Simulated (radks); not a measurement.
Neutral tantalum inside a hard spherical wall (all orbitals vanish at R), configuration held at [Xe] 4f14 5d3 6s2 and not refilled when levels cross. Calculated with a radial shooting solver on a logarithmic mesh with Libxc functionals: scalar-relativistic Kohn-Sham, PBE, spin-polarised, spherical densities, finite nucleus; open shells are filled with parallel spins first (spin-orbit coupling, left out, can overturn this in heavy ions); Fermi nuclear charge, rms radius 5.3507 fm. Eigenvalues in eV for spin up, with the zero of energy where the potential of the charges vanishes at infinity; a dash marks a level that is unbound or too diffuse for the functional's potential to be trusted. A positive occupied level is held by the wall or, in an anion where self-interaction has pushed it up, behind a barrier. The pressure on the wall is -dE/dV.

| R (bohr) | E (hartree) | kinetic (hartree) | e(5p) | e(4f) | e(6s) | e(5d) | e(6p, empty) | e(7s, empty) | pressure (GPa) |
|---|---|---|---|---|---|---|---|---|---|
| free | -15602.3310 | 17136.803 | -39.822 | -24.546 | -5.872 | -4.207 | -1.590 | - | 0 |
| 15 | -15602.3310 | 17136.803 | -39.822 | -24.546 | -5.872 | -4.207 | -1.586 | 0.182 | < 0.0001 |
| 12 | -15602.3310 | 17136.804 | -39.816 | -24.540 | -5.867 | -4.201 | -1.557 | 0.679 | 0.00115 |
| 10 | -15602.3304 | 17136.809 | -39.773 | -24.497 | -5.835 | -4.163 | -1.449 | 1.628 | 0.0168 |
| 6 | -15602.2702 | 17137.173 | -38.161 | -22.823 | -4.399 | -2.738 | 1.223 | 12.721 | 4.56 |
| 3 | -15599.5547 | 17147.546 | -22.298 | -4.530 | 27.406 | 15.713 | 45.382 | 123.44 | 1140 |
| 2 | -15584.3236 | 17201.003 | 18.393 | 38.205 | 147.75 | 70.406 | 186.51 | 408.77 | 23500 |
